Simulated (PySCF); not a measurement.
# Worked example: entropy of an ideal gas

HfF₃Cl, SMILES [F][Hf]([F])([F])[Cl], multiplicity 1.

Coordinates come from a PBE-D3(BJ)/def2-SVP optimisation. The spin state was assumed, not searched. The structure was generated by enumeration; whether it is a known compound was not checked. The def2 effective core potentials stand for the cores of Hf; spin–orbit coupling is left out.

PBE-D3(BJ)/def2-SVP run with PySCF 2.14.0 gives the harmonic wavenumbers 118, 118, 152, 158, 158, 382, 662, 662, 665 cm⁻¹ and the rotational temperatures 0.1324, 0.0794, 0.0794 K. The molar mass is 270.94 g/mol, the symmetry number 3, the spin multiplicity 1.

Question: Work out the entropy at 298.15 K and 1 atm in the rigid-rotor, harmonic-oscillator model.

Answer: 
Translation (Sackur–Tetrode at 1 atm): S = R[1.5 ln M + 2.5 ln T − 1.16487] = 178.6 J/(mol K).
Rotation: q = (√π/σ) T^1.5/√(θA θB θC) = 105000, S = R[ln q + 3/2] = 108.6 J/(mol K).
Vibration: with u = 1.4388 ν/T, each mode gives R[u/(e^u − 1) − ln(1 − e^−u)]:
```tsv
ν (cm⁻¹)	modes	u	S (J/(mol K))
118	2	0.57	26.22
152	1	0.73	11.08
158	2	0.76	21.54
382	1	1.84	4.31
662	2	3.19	2.97
665	1	3.21	1.47
```
These are all the modes. Sum 67.6 J/(mol K).
Spin: R ln 1 = 0.0 J/(mol K).
Total 354.8 J/(mol K); the program's own thermochemistry gives 354.8. Translation makes up 50 % and vibration 19 %. Anharmonicity, hindered rotation and orbital degeneracy are left out.
